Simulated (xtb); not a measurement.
A run for xtb: GFN2-xTB on CH4OPb (SMILES C[O][PbH]), a point of a torsion scan.

```
$ xtb mol.xyz --gfn 2 --opt vtight --chrg 0 --uhf 0 --input xcontrol
7

C     -0.82865624    -0.17823207     0.03440460
O     -0.29108630     1.06574589    -0.31172880
Pb     1.84045578     0.96194196     0.05794842
H     -0.44234139    -1.00365747    -0.57353937
H     -1.92219230    -0.10271231    -0.19136263
H     -0.63948922    -0.33097774     1.10559074
H      2.60396478     2.33782507    -0.29843390
$constrain
  force constant=1.0
  dihedral: 1,2,3,7,180.0
$end
```

It printed:

```
[...]
           -------------------------------------------------
          |                Calculation Setup                |
           -------------------------------------------------



molecular fragmentation (1/2 indicates fragments):
1111122
# atoms in fragment 1/2:     5     2
 fragment masses (1/2) :      237.24        2.02
CMA distance (Bohr)    :   1.280
constraining FC (au)   :  1.0000

           -------------------------------------------------
          |                 G F N 2 - x T B                 |
           -------------------------------------------------

        Reference                      10.1021/acs.jctc.8b01176
      * Hamiltonian:
        H0-scaling (s, p, d)           1.850000    2.230000    2.230000
        zeta-weighting                 0.500000
      * Dispersion:
        s8                             2.700000
        a1                             0.520000
        a2                             5.000000
        s9                             5.000000
      * Repulsion:
        kExp                           1.500000    1.000000
        rExp                           1.000000
      * Coulomb:
        alpha                          2.000000
        third order                    shell-resolved
        anisotropic                    true
        a3                             3.000000
        a5                             4.000000
        cn-shift                       1.200000
        cn-exp                         4.000000
        max-rad                        5.000000


          ...................................................
          :                      SETUP                      :
          :.................................................:
          :  # basis functions                  16          :
          :  # atomic orbitals                  16          :
          :  # shells                           10          :
          :  # electrons                        18          :
          :  max. iterations                   250          :
          :  Hamiltonian                  GFN2-xTB          :
          :  restarted?                      false          :
          :  GBSA solvation                  false          :
          :  PC potential                    false          :
          :  electronic temp.          300.0000000     K    :
          :  accuracy                    1.0000000          :
          :  -> integral cutoff          0.2500000E+02      :
          :  -> integral neglect         0.1000000E-07      :
          :  -> SCF convergence          0.1000000E-05 Eh   :
          :  -> wf. convergence          0.1000000E-03 e    :
          :  Broyden damping             0.4000000          :
          :  net charge                          0          :
          :  unpaired electrons                  0          :
          ...................................................

 iter      E             dE          RMSdq      gap      omega  full diag
   1    -10.5149423 -0.105149E+02  0.141E+01    3.23       0.0  T
   2    -10.5592474 -0.443051E-01  0.811E+00    2.52       1.0  T
   3    -10.5592103  0.371351E-04  0.373E+00    2.78       1.0  T
   4    -10.5603511 -0.114079E-02  0.870E-01    2.57       1.0  T
   5    -10.5605357 -0.184635E-03  0.288E-01    2.67       1.0  T
   6    -10.5605842 -0.484644E-04  0.606E-02    2.64       1.0  T
   7    -10.5605841  0.129146E-06  0.138E-02    2.64       2.7  T
   8    -10.5605845 -0.421741E-06  0.614E-03    2.64       6.2  T
   9    -10.5605845 -0.146295E-07  0.275E-03    2.64      13.7  T
  10    -10.5605845 -0.739169E-08  0.471E-04    2.64      80.3  T
  11    -10.5605845 -0.432053E-09  0.852E-05    2.64     443.7  T

   *** convergence criteria satisfied after 11 iterations ***

         #    Occupation            Energy/Eh            Energy/eV
      -------------------------------------------------------------
         1        2.0000           -0.8642392             -23.5171
       ...           ...                  ...                  ...
         3        2.0000           -0.5794607             -15.7679
         4        2.0000           -0.5015508             -13.6479
         5        2.0000           -0.4982036             -13.5568
         6        2.0000           -0.4840760             -13.1724
         7        2.0000           -0.4106953             -11.1756
         8        2.0000           -0.3808020             -10.3622
         9        2.0000           -0.3743968             -10.1879 (HOMO)
        10                         -0.2773417              -7.5469 (LUMO)
        11                         -0.1534937              -4.1768
        12                          0.0896150               2.4385
        13                          0.1435596               3.9065
        14                          0.1994175               5.4264
       ...                                ...                  ...
        16                          0.2329274               6.3383
      -----
[...]
4942668             -13.4497
         6        2.0000           -0.4848223             -13.1927
         7        2.0000           -0.3991571             -10.8616
         8        2.0000           -0.3771748             -10.2634
         9        2.0000           -0.3701871             -10.0733 (HOMO)
        10                         -0.2705745              -7.3627 (LUMO)
        11                         -0.1409459              -3.8353
        12                         -0.0206881              -0.5630
        13                          0.1619941               4.4081
        14                          0.1866973               5.0803
       ...                                ...                  ...
        16                          0.2281660               6.2087
      -------------------------------------------------------------
                  HL-Gap            0.0996126 Eh            2.7106 eV
             Fermi-level           -0.3203808 Eh           -8.7180 eV

 SCC (total)                   0 d,  0 h,  0 min,  0.003 sec
 SCC setup                      ...        0 min,  0.000 sec (  2.856%)
 Dispersion                     ...        0 min,  0.000 sec (  1.023%)
 classical contributions        ...        0 min,  0.000 sec (  0.395%)
 integral evaluation            ...        0 min,  0.001 sec ( 20.809%)
 iterations                     ...        0 min,  0.001 sec ( 25.310%)
 molecular gradient             ...        0 min,  0.001 sec ( 44.497%)
 printout                       ...        0 min,  0.000 sec (  4.473%)

         :::::::::::::::::::::::::::::::::::::::::::::::::::::
         ::                     SUMMARY                     ::
         :::::::::::::::::::::::::::::::::::::::::::::::::::::
         :: total energy             -10.528176193758 Eh    ::
         :: gradient norm              0.000065228387 Eh/a0 ::
         :: HOMO-LUMO gap              2.710596224083 eV    ::
         ::.................................................::
         :: SCC energy               -10.585774903321 Eh    ::
         :: -> isotropic ES            0.055211366367 Eh    ::
         :: -> anisotropic ES          0.007331548286 Eh    ::
         :: -> anisotropic XC          0.002621587747 Eh    ::
         :: -> dispersion             -0.003298877029 Eh    ::
         :: repulsion energy           0.057598708626 Eh    ::
         :: add. restraining           0.000000000937 Eh    ::
         :: total charge              -0.000000000000 e     ::
         :::::::::::::::::::::::::::::::::::::::::::::::::::::

           -------------------------------------------------
          |                Property Printout                |
           -------------------------------------------------

    * Orbital Energies and Occupations

         #    Occupation            Energy/Eh            Energy/eV
      -------------------------------------------------------------
         1        2.0000           -0.8684723             -23.6323
         2        2.0000           -0.6400402             -17.4164
         3        2.0000           -0.5769734             -15.7002
         4        2.0000           -0.4973361             -13.5332
         5        2.0000           -0.4942668             -13.4497
         6        2.0000           -0.4848223             -13.1927
         7        2.0000           -0.3991571             -10.8616
         8        2.0000           -0.3771748             -10.2634
         9        2.0000           -0.3701871             -10.0733 (HOMO)
        10                         -0.2705745              -7.3627 (LUMO)
        11                         -0.1409459              -3.8353
        12                         -0.0206881              -0.5630
        13                          0.1619941               4.4081
        14                          0.1866973               5.0803
        15                          0.2129424               5.7945
        16                          0.2281660               6.2087
      -------------------------------------------------------------
                  HL-Gap            0.0996126 Eh            2.7106 eV
             Fermi-level           -0.3203808 Eh           -8.7180 eV

     #   Z          covCN         q      C6AA      α(0)
     1   6 C        3.643     0.077    19.628     6.369
     2   8 O        1.639    -0.509    23.088     6.486
     3  82 Pb       1.715     0.572   427.549    43.178
     4   1 H        0.923    -0.007     3.190     2.793
     5   1 H        0.923     0.023     2.690     2.565
     6   1 H        0.923     0.023     2.690     2.565
     7   1 H        0.907    -0.179     9.345     4.782

 Mol. C6AA /au·bohr⁶  :       1415.112010
 Mol. C8AA /au·bohr⁸  :     109747.814641
Note: The following floating-point exceptions are signalling: IEEE_UNDERFLOW_FLAG IEEE_DENORMAL
normal termination of xtb
 Mol. α(0) /au        :         68.737268


Wiberg/Mayer (AO) data.
largest (>0.10) Wiberg bond orders for each atom

 ---------------------------------------------------------------------------
     #   Z sym  total        # sym  WBO       # sym  WBO       # sym  WBO
 ---------------------------------------------------------------------------
     1   6 C    3.972 --     2 O    1.041     4 H    0.976     5 H    0.967
                             6 H    0.967
     2   8 O    2.046 --     1 C    1.041     3 Pb   0.958
     3  82 Pb   1.978 --     2 O    0.958     7 H    0.956
     4   1 H    1.000 --     1 C    0.976
     5   1 H    0.999 --     1 C    0.967
     6   1 H    0.999 --     1 C    0.967
     7   1 H    0.968 --     3 Pb   0.956
 ---------------------------------------------------------------------------

Topologies differ in total number of bonds
Writing topology from bond orders to xtbtopo.mol

molecular dipole:
                 x           y           z       tot (Debye)
 q only:        1.290      -0.863      -0.148
   full:        1.367      -1.489      -0.179       5.158
molecular quadrupole (traceless):
                xx          xy          yy          xz          yz          zz
 q only:        9.208      -0.687      -8.082      -1.094      -0.112      -1.126
  q+dip:       10.502      -4.063     -10.257      -1.270       0.139      -0.245
   full:       11.511      -3.651     -13.453      -1.147      -0.105       1.942

           -------------------------------------------------
          |                Geometry Summary                 |
           -------------------------------------------------

      molecular mass/u    :      239.2588119
   center of mass at/Å    :        1.8826018       0.7311266      -0.1767890
  moments of inertia/u·Å² :        0.1163843E+02   0.2091796E+03   0.2176438E+03
rotational constants/cm⁻¹ :        0.1448446E+01   0.8058928E-01   0.7745514E-01

 * 4 selected distances

     #   Z          #   Z                                           value/Å
     1   6 C        2   8 O                                       1.3801344 (max)
     1   6 C        4   1 H                                       1.1016037
     1   6 C        5   1 H                                       1.0984912
     1   6 C        6   1 H                                       1.0984376 (min)

 * 2 distinct bonds (by element types)

   Z      Z             #   av. dist./Å        max./Å        min./Å
   1 H    6 C           3     1.0995109     1.1016037     1.0984376
   6 C    8 O           1     1.3801344     1.3801344     1.3801344


optimized geometry written to: xtbopt.xyz


           -------------------------------------------------
          | TOTAL ENERGY              -10.528176193758 Eh   |
          | GRADIENT NORM               0.000065228387 Eh/α |
          | HOMO-LUMO GAP               2.710596224083 eV   |
           -------------------------------------------------

------------------------------------------------------------------------
------------------------------------------------------------------------
 total:
 SCF:
 ANC optimizer:
```

The run finished.

Warnings raised: the energy holds the restraint's term.

Cost: about 0.17 core-seconds (a rough figure).
